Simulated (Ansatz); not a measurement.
CH8Cl2N2Si2, singlet, at a GFN2-xTB geometry; Ansatz (an electronic-structure program) with CASSCF(4,6)/STO-3G.

Input for Ansatz:
Ansatz 0.2 input:
```yaml
crystal:
  periodic: [false, false, false]
  atoms:
    - {symbol: Si, position_ang: [0.94930196, -0.62070765, -0.22743825]}
    - {symbol: Cl, position_ang: [0.63491230, -1.53536040, 1.52956774]}
    - {symbol: Cl, position_ang: [2.51169897, 0.64485585, -0.07901193]}
    - {symbol: N, position_ang: [-0.47131871, 0.25552339, -0.63478612]}
    - {symbol: C, position_ang: [-0.38744251, 1.08885485, -1.82388728]}
    - {symbol: Si, position_ang: [-1.96369228, 0.22096520, 0.30676740]}
    - {symbol: N, position_ang: [-3.25142476, 1.08137201, -0.42909507]}
    - {symbol: H, position_ang: [1.27707831, -1.61825588, -1.23902589]}
    - {symbol: H, position_ang: [-0.16636606, 0.48430445, -2.70596903]}
    - {symbol: H, position_ang: [0.39971212, 1.83828644, -1.72076407]}
    - {symbol: H, position_ang: [-1.33294070, 1.59967798, -1.98399855]}
    - {symbol: H, position_ang: [-1.73197078, 0.89167292, 1.58230478]}
    - {symbol: H, position_ang: [-2.39764105, -1.17091536, 0.36659240]}
    - {symbol: H, position_ang: [-3.27063187, 2.08643203, -0.41189042]}
    - {symbol: H, position_ang: [-3.68430758, 0.73237192, -1.26681436]}
basis:
  gaussian:
    orbitals: STO-3G
hamiltonian:
  xc: hf
magnetization: {spin_polarized: false}
correlation: {active_space: {window: {electrons: 4, orbitals: 6}}}
```

It wrote (shortened):

```
Functional definition: HF
714 factors; integrals over basis functions are off by at most 3.2e-5 eV
mean field evaluation 1: about -44353.6981 eV, gradient 2.8e1 eV
mean field evaluation 2: about -44353.9011 eV, gradient 2.8e1 eV
mean field evaluation 4: about -44356.8797 eV, gradient 1.5e0 eV
mean field evaluation 8: about -44356.8899 eV, gradient 2.4e-2 eV
mean field -44356.88989170 eV, -1630.0856373401 hartree, gradient 1.1e-6 eV, S^2 0.000000; 0 other end points of the search recorded, 0 dependent functions left out
reference -44356.88989170 eV, -1630.0856373401 hartree; 45, 45 occupied and 14, 14 virtual orbitals, 714 factors
state -44357.80789132 eV, -1630.1193732040 hartree
Total energy: -44357.80789132 eV, -1630.1193732040 hartree
```
